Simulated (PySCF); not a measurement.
Species, as SMILES: FSF.
Geometry (B3LYP-D3(BJ)/def2-TZVP, fixed):
```xyz
3

F     -1.2130    -0.5047     0.0161
S     -0.0057     0.5532     0.0075
F      1.2232    -0.4788    -0.0294
```

Basis-set convergence of the isotropic shielding of S2 at PBE0 with PySCF. GIAO, no density fitting; atoms are numbered in the order shown. All functions are spherical. No added dispersion term, no relativity. Reference: the value in pcSseg-3, -969.62 ppm, itself unsure by roughly 21.94 ppm (its mean distance from pcseg-3, pcSseg-2). Deviations are taken from unrounded values.

```
basis            functions  isotropic shielding of S2 (ppm)
---------------  ---------  -------------------------------
def2-SVP                46                          -670.15
def2-SVPD               73                          -747.18
pcseg-1                 46                          -941.62
aug-pcseg-1             73                          -990.33
cc-pV(D+d)Z             51                          -757.83
aug-cc-pV(D+d)Z         78                          -813.09
6-311G**                62                          -903.60
6-311+G**               74                          -928.40
pcseg-2                 94                          -912.07
aug-pcseg-2            142                          -946.73
cc-pV(T+d)Z             99                          -856.16
aug-cc-pV(T+d)Z        147                          -876.08
def2-TZVP               99                         -1003.44
def2-TZVPD             126                         -1023.51
def2-TZVPP             104                         -1002.75
def2-TZVPPD            131                         -1022.71
cc-pV(Q+d)Z            174                          -857.27
aug-cc-pV(Q+d)Z        249                          -862.80
def2-QZVPP             184                          -969.54
def2-QZVPPD            211                          -976.48
pcseg-3                184                          -977.65
aug-pcseg-3            259                          -984.11
```

What the diffuse functions change, pair by pair:
- def2-SVP to def2-SVPD: 27 more functions, deviation 299.46 to 222.44 ppm
- pcseg-1 to aug-pcseg-1: 27 more functions, deviation 27.99 to -20.71 ppm
- cc-pV(D+d)Z to aug-cc-pV(D+d)Z: 27 more functions, deviation 211.78 to 156.52 ppm
- 6-311G** to 6-311+G**: 12 more functions, deviation 66.02 to 41.22 ppm
- pcseg-2 to aug-pcseg-2: 48 more functions, deviation 57.55 to 22.88 ppm
- cc-pV(T+d)Z to aug-cc-pV(T+d)Z: 48 more functions, deviation 113.46 to 93.54 ppm
- def2-TZVP to def2-TZVPD: 27 more functions, deviation -33.82 to -53.89 ppm
- def2-TZVPP to def2-TZVPPD: 27 more functions, deviation -33.13 to -53.10 ppm
- cc-pV(Q+d)Z to aug-cc-pV(Q+d)Z: 75 more functions, deviation 112.34 to 106.81 ppm
- def2-QZVPP to def2-QZVPPD: 27 more functions, deviation 0.07 to -6.86 ppm
- pcseg-3 to aug-pcseg-3: 75 more functions, deviation -8.04 to -14.49 ppm

They bring the value nearer the reference by more than 21.94 ppm in 4 of 11 pairs.
